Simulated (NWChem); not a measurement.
Species: GeBrCl, singlet; SMILES [Cl][Ge][Br]

```xyz
3

Ge     0.7897    -0.6161     0.0000
Cl    -0.9674    -1.9750     0.0000
Br    -0.2522     1.5226     0.0000
```
Atoms are numbered in this order, from 1.

Results from NWChem. Low-valent species are run as closed-shell singlets; no triplet was tried in these runs. Geometry: optimised at B3LYP/6-31G* (spherical d). Total energies compare along this basis series because the functional is fixed.

```csv
level,basis functions,energy (Ha),highest occupied level (eV),orbital gap (eV),dipole (D),relative time
PBE0/cc-pVDZ,72,-5110.6836,-7.97,4.71,2.21,1
PBE0/aug-cc-pVDZ,99,-5110.6907,-8.08,4.73,2.12,2
PBE0/cc-pVTZ,120,-5110.8440,-8.01,4.73,2.11,4
PBE0/aug-cc-pVTZ,168,-5110.8453,-8.03,4.73,2.10,4
PBE0/cc-pVQZ,195,-5110.8542,-8.02,4.74,2.10,2
```

The last column is a rough cost ratio, cheapest run = 1.
